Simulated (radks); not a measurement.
F I, 9 electrons, occupied as [He] 2s2 2p5 (the NIST ground configuration). All-electron calculation, scalar-relativistic Kohn-Sham, PBE, spin-polarised, spherical densities, point nucleus; open shells are filled with parallel spins first. Program: a radial shooting solver on a logarithmic mesh with Libxc functionals. Some entries of the table are withheld. Estimate them.

| orbital | occ. | eigenvalue (Ry) | <r^2> (bohr^2) |
|---|---|---|---|
| 1s up | 1 | -48.77501 | (1) |
| 1s down | 1 | -48.72292 | (2) |
| 2s up | 1 | -2.25433 | 1.215 |
| 2s down | 1 | -2.12897 | 1.246 |
| 2p up | 3 | -0.87124 | (3) |
| 2p down | 2 | -0.75154 | (4) |

Answer. 
(1) 1s up <r^2> (bohr^2): 0.04202
(2) 1s down <r^2> (bohr^2): 0.04193
(3) 2p up <r^2> (bohr^2): 1.583
(4) 2p down <r^2> (bohr^2): 1.714
